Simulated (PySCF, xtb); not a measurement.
Sn(H)(Cl)(NH2)2 (ClH₅N₂Sn), SMILES [NH2][SnH]([NH2])[Cl]. One conformer was computed; it need not be the lowest.

Harmonic wavenumbers (cm⁻¹) from GFN2-xTB (xtb) at its own minimum, in rising order: 104, 122, 125, 149, 170, 306, 460, 473, 486, 521, 684, 697, 754, 788, 1461, 1476, 1504, 3399, 3407, 3427, 3437.

What does PBE-D3(BJ)/def2-SVP run with PySCF 2.14.0 give at its own minimum? (Estimate from the structure and the level; the computed values follow.)

86, 118, 142, 159, 169, 339, 498, 533, 539, 568, 650, 667, 832, 868, 1487, 1498, 1882, 3404, 3408, 3503, 3504. Paired by order, the mean absolute difference is 51 cm⁻¹ and the zero-point energies are 34.2 and 35.5 kcal/mol.
